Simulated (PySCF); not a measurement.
# DyOF at several levels of theory

Computed with PySCF 2.14.0 (density fitting, no spin-orbit coupling) at the geometry relaxed with PBE0:

```xyz
3
DyOF (singlet in the valence; each metal's 4f electrons, 9 of them, lie in its core potential, out of spins and levels)
Dy    0.0288    0.0000   -0.3310
O     1.5280    0.0000    0.7097
F    -1.6620    0.0000    0.7911
```

| level | basis | state | HOMO (eV) | gap (eV) | charge on Dy1 (e) | population of f-type functions on Dy1 (polarisation alone where 4f lies in the core) | dipole about the centre of mass (D) | largest force component (eV/Å) |
| --- | --- | --- | --- | --- | --- | --- | --- | --- |
| PBE0 | Dy lcecp-1-SVP with ECP55, O def2-SVP, F def2-SVP | singlet | -6.63 | 4.23 | 0.90 | 0.09 | 7.59 | 0.01 |
| PBE0 | Dy lcecp-1-TZVP with ECP55, O def2-TZVP, F def2-TZVP | singlet | -6.62 | 4.23 | 1.29 | 0.09 | 7.85 | 0.19 |

In the lcecp rows the 4f levels are missing from HOMO and gap, and the state counts the valence alone.

Charges are Mulliken's, which hang on the basis. The relaxation used the grid (50, 194), these runs (75, 302) or, all-electron (x2c bases, spin-free X2C Hamiltonian), (99, 590).

**Question.** A further run in the first row's basis gives HOMO (eV) -8.89, gap (eV) 8.30, charge on Dy1 (e) 0.91, population of f-type functions on Dy1 (polarisation alone where 4f lies in the core) 0.09, dipole about the centre of mass (D) 7.95, largest force component (eV/Å) 0.32. Which level was it?
A. wB97X
B. HF

**Answer.** A. The others give HOMO -10.15 eV (HF).

In the first row's basis the gap widens with exact exchange: 4.2 eV for PBE0 (a fixed share); 8.3 to 9.5 eV for wB97X, Hartree–Fock (rising or full at long range).

An lcecp potential fixes the number of 4f electrons, so in runs with it no electron can move into or out of that shell.
